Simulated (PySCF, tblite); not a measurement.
Isomers of C7H11OPSi, one GFN2-xTB conformer each. Single-point energies are computed at PBE0/pcSseg-1 (PySCF, gas phase, no added dispersion term), electronic only.

Question: Rank them by PBE0/pcSseg-1 energy, lowest first (kcal/mol).
A. `[CH:1]#[C:2][C:3]#[C:4][CH2:5][Si@@H:6]([PH2:7])[CH2:8][O:9][CH3:10]` with C4–C5–Si6–P7 -149°, C5–Si6–P7–H -172° and -79°, C5–Si6–C8–O9 -113°, Si6–C8–O9–C10 177°
B. `[CH2:1]=[CH:2][P@:3]1(=[O:4])[CH:5]=[CH:6][C@H:7]([SiH3:8])[CH:9]=[CH:10]1` with C1–C2–P3–O4 0°, C2–P3–C5–C6 -98°, C5–C6–C7–Si8 98°, C6–C7–C9–C10 25°, C2–P3–C10–C9 98°

Answer: B (0.0), A (66.7).

As drawn, the lower has a P=O bond and a C=C bond outside aromatic rings, which the higher lacks; the higher has a C≡C bond, which the lower lacks. GFN2-xTB itself gives, in the same order: 0.0, 80.5. Both levels put the same isomer lowest.

Q: Which frontier levels, dipoles and rotational constants go with these structures?

A: 
```csv
SMILES,"HOMO (eV, PBE0/pcSseg-1)",LUMO (eV),dipole (D),"A, B, C (MHz)"
C=C[P@]1(=O)C=C[C@H]([SiH3])C=C1,-7.47,-1.05,4.96,"1712, 700.0, 629.8"
C#CC#CC[Si@@H](P)COC,-6.99,-0.58,1.33,"1486, 446.1, 361.4"
```

Q: What happens when harmonic zero-point energies from GFN2-xTB frequencies are added?

A: 
| SMILES | ZPE (kcal/mol) | electronic (kcal/mol) | with ZPE (kcal/mol) |
| --- | --- | --- | --- |
| C=C[P@]1(=O)C=C[C@H]([SiH3])C=C1 | 95.5 | 0.0 | 0.0 |
| C#CC#CC[Si@@H](P)COC | 93.6 | 66.7 | 64.8 |

The zero-point energies span 1.9 kcal/mol. The order is unchanged.
